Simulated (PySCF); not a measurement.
Highest occupied level (eV) of eight silicon and germanium compounds: PBE beside PBE0, computed with PySCF for isolated molecules in the bases named; differences from unrounded values. The eight are the first of their class met in an unordered collection, after screening for sound electronic states; none was chosen by its value. Each molecule has one DFT geometry for both levels.

```tsv
molecule	basis	PBE0	PBE	difference
SiH2Cl2, SMILES Cl[SiH2]Cl	def2-TZVPD	-9.15	-7.79	1.36
CH3FO2Si, SMILES O=C(O)[SiH2]F	def2-TZVP	-8.25	-6.71	1.54
methoxymethyl(silyl)silane (C2H10OSi2), SMILES COC[SiH2][SiH3]	def2-TZVP	-7.69	(withheld)	(withheld)
Ge(H)2(F)(Et) (C2H7FGe), SMILES C[CH2][GeH2][F]	def2-TZVP	-8.49	(withheld)	(withheld)
Si(Cl)(OH)2(OMe) (CH₅ClO₃Si), SMILES [Si](O)(Cl)(O)OC	def2-TZVP	-8.64	(withheld)	(withheld)
C3H7NSi, SMILES NC=C=C[SiH3]	def2-TZVP	-5.96	-4.82	1.15
Ge(F)(OH)2(NH2) (FGeH4NO2), SMILES [NH2][Ge]([OH])([OH])[F]	def2-TZVP	-8.27	-6.72	1.55
Ge(F)(Cl)(NH2)2 (ClFGeH4N2), SMILES [NH2][Ge]([NH2])([F])[Cl]	def2-TZVP	-8.18	-6.66	1.51
```

Question: Complete the blanks. (The exact figures need the calculation; the answer reports its results.)

Answer: 
- methoxymethyl(silyl)silane (C2H10OSi2), SMILES COC[SiH2][SiH3], PBE: -6.12
- methoxymethyl(silyl)silane (C2H10OSi2), SMILES COC[SiH2][SiH3], difference: 1.57
- Si(Cl)(OH)2(OMe) (CH₅ClO₃Si), SMILES [Si](O)(Cl)(O)OC, PBE: -7.04
- Si(Cl)(OH)2(OMe) (CH₅ClO₃Si), SMILES [Si](O)(Cl)(O)OC, difference: 1.60
- Ge(H)2(F)(Et) (C2H7FGe), SMILES C[CH2][GeH2][F], PBE: -7.18
- Ge(H)2(F)(Et) (C2H7FGe), SMILES C[CH2][GeH2][F], difference: 1.31

PBE lies below PBE0 in 0 and above it in 8 of the eight; the mean signed difference is 1.45 and the largest 1.60 eV.
